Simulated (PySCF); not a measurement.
(E)-1-chloro-2-fluoroprop-1-ene (C3H4ClF), SMILES C/C(F)=C\Cl. Atoms are numbered in the order given.

```xyz
9

C     -1.3740    -1.1265     0.0000
C      0.0905    -0.8702     0.0000
F      0.8427    -1.9960     0.0000
C      0.7468     0.3083     0.0000
Cl    -0.0559     1.8449     0.0000
H     -1.6617    -1.7195     0.8933
H     -1.9360    -0.1758     0.0000
H     -1.6617    -1.7195    -0.8933
H      1.8452     0.3465     0.0000
```

Geometry optimised at PBE-D3(BJ)/def2-SVP.

Level of theory: TDDFT-B3LYP/def2-SVPD (PySCF).

Vertical excitations. Gas-phase values at a fixed geometry. State labels are in the subgroup Cs.

Computed lowest excited states:
```json
[
 {"state": "S1", "symmetry": "A\"", "energy (eV)": "5.91", "λ (nm)": "210", "f": "0.002", "main pairs": "HOMO→LUMO+1 98 %"},
 {"state": "S2", "symmetry": "A\"", "energy (eV)": "6.49", "λ (nm)": "191", "f": "0.002", "main pairs": "HOMO→LUMO+2 98 %"},
 {"state": "S3", "symmetry": "A'", "energy (eV)": "6.51", "λ (nm)": "190", "f": "0.334", "main pairs": "HOMO→LUMO 96 %"},
 {"state": "S4", "symmetry": "A\"", "energy (eV)": "7.09", "λ (nm)": "175", "f": "0.001", "main pairs": "HOMO→LUMO+3 95 %"},
 {"state": "S5", "symmetry": "A\"", "energy (eV)": "7.22", "λ (nm)": "172", "f": "0.000", "main pairs": "HOMO−1→LUMO 98 %"},
 {"state": "S6", "symmetry": "A\"", "energy (eV)": "7.76", "λ (nm)": "160", "f": "0.000", "main pairs": "HOMO→LUMO+4 94 %"},
 {"state": "S7", "symmetry": "A'", "energy (eV)": "7.79", "λ (nm)": "159", "f": "0.006", "main pairs": "HOMO−1→LUMO+1 98 %"},
 {"state": "S8", "symmetry": "A\"", "energy (eV)": "8.00", "λ (nm)": "155", "f": "0.011", "main pairs": "HOMO→LUMO+6 96 %"},
 {"state": "S9", "symmetry": "A'", "energy (eV)": "8.03", "λ (nm)": "154", "f": "0.018", "main pairs": "HOMO→LUMO+5 99 %"},
 {"state": "S10", "symmetry": "A\"", "energy (eV)": "8.44", "λ (nm)": "147", "f": "0.001", "main pairs": "HOMO→LUMO+7 95 %"},
 {"state": "T1", "symmetry": "A'", "energy (eV)": "3.99", "λ (nm)": "311", "f": "0", "main pairs": "HOMO→LUMO 96 %"},
 {"state": "T2", "symmetry": "A\"", "energy (eV)": "5.39", "λ (nm)": "230", "f": "0", "main pairs": "HOMO→LUMO+1 95 %"},
 {"state": "T3", "symmetry": "A\"", "energy (eV)": "6.40", "λ (nm)": "194", "f": "0", "main pairs": "HOMO→LUMO+2 97 %"},
 {"state": "T4", "symmetry": "A\"", "energy (eV)": "6.97", "λ (nm)": "178", "f": "0", "main pairs": "HOMO→LUMO+3 90 %"}
]
```
Triplets are in the Tamm–Dancoff approximation, which puts them higher than full response would, so one can lie above its singlet here.
